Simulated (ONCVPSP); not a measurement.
# Configuration tests for W (Z = 74) (ONCV)

| Quantity | Value |
| --- | --- |
| Element | W |
| Generator | ONCVPSP 4.0.1 |
| Type | optimised norm-conserving Vanderbilt (ONCV) |
| Functional | LDA (Perdew-Zunger) |
| Relativity | scalar-relativistic |
| Frozen core | [Kr] 4d10 4f14 |
| Valence charge | 14 |
| Reference configuration | 5s2 5p6 5d4 6s1 (charge +1) |
| Partial waves | 5s+6s: rc 1.70 bohr, ncon 4, nbas 8, qcut 7.5 1/bohr, 2 projectors; 5p: rc 1.80 bohr, ncon 4, nbas 9, qcut 8.5 1/bohr, 1 projector; 5d: rc 1.85 bohr, ncon 3, nbas 6, qcut 6 1/bohr, 2 projectors, debl 3.4 Ha |
| Local potential | polynomial inside 1.60 bohr (lpopt 5, dvloc0 1 Ha) |
| Core correction | polynomial model core, fcfact 0.15 |

Energies are relative to the spin-unpolarised reference configuration 5s2 5p6 5d4 6s1; without spin polarisation the order of configurations can differ from experiment.

(1) Give the all-electron excitation energy and the error of the potential for: 5s2 5p6 5d4 6s2; 5s2 5p6 5d4 6s0; 5s2 5p6 5d3 6s0; 5s2 5p6 5d4 6s0 6p1.

Levels in the configuration 5s2 5p6 5d4 6s0 6p1:

```
level  all-electron (eV)  pseudo (eV)
   5s            -88.354      -88.554
   5p            -52.439      -52.612
   5d            -13.273      -13.401
   6p             -7.778       -7.640
```

## Answers

(1)

| valence configuration | charge | ΔE all-electron (eV) | error AE − PS (meV) |
| --- | --- | --- | --- |
| 5s2 5p6 5d4 6s2 | 0 | -9.133 | +2.1 |
| 5s2 5p6 5d4 6s0 | +2 | 16.026 | -6.9 |
| 5s2 5p6 5d3 6s0 | +3 | 41.731 | -27 |
| 5s2 5p6 5d4 6s0 6p1 | +1 | 5.556 | -208 |
